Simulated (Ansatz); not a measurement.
```xyz
12

C     1.4000    0.0000    0.0000
C     0.7000    1.2124    0.0000
C    -0.7000    1.2124    0.0000
C    -1.4000    0.0000    0.0000
C    -0.7000   -1.2124    0.0000
C     0.7000   -1.2124    0.0000
O     2.6500    0.0000    0.0000
H     1.2425    2.1521    0.0000
O    -1.3250    2.2950    0.0000
H    -2.4850    0.0000    0.0000
H    -1.2425   -2.1521    0.0000
H     1.2425   -2.1521    0.0000
```

Basis set: def2-TZVP. Charge 0. Computed with Ansatz (development build ahead of 0.2.0); the lowest solution found for each multiplicity.

(1) How do the multiplicities compare at this shape? Give, from the lowest of each method, PBE0 (unrestricted) for 1, 3; PBE0 (restricted) for 1, 3; HF (unrestricted) for 1, 3; HF (restricted) for 1, 3.

Results:

(1)

```json
{"method": "PBE0, unrestricted", "multiplicity": "1", "E (eV)": "0.485", "<S²>": "1.03"}
{"method": "PBE0, unrestricted", "multiplicity": "3", "E (eV)": "0.000", "<S²>": "2.08"}
{"method": "PBE0, restricted", "multiplicity": "1", "E (eV)": "1.148", "<S²>": "0.00"}
{"method": "PBE0, restricted", "multiplicity": "3", "E (eV)": "0.000", "<S²>": "2.00"}
{"method": "HF, unrestricted", "multiplicity": "1", "E (eV)": "1.083", "<S²>": "1.60"}
{"method": "HF, unrestricted", "multiplicity": "3", "E (eV)": "0.000", "<S²>": "2.59"}
{"method": "HF, restricted", "multiplicity": "1", "E (eV)": "1.787", "<S²>": "0.00"}
{"method": "HF, restricted", "multiplicity": "3", "E (eV)": "0.000", "<S²>": "2.00"}
```

Caution for PBE0, unrestricted, HF, unrestricted: the unrestricted determinant is a mixture of spin states. Caution for PBE0, restricted, HF, restricted: an unrestricted determinant lies well below. Caution for HF, unrestricted: the unrestricted determinant is spin contaminated.
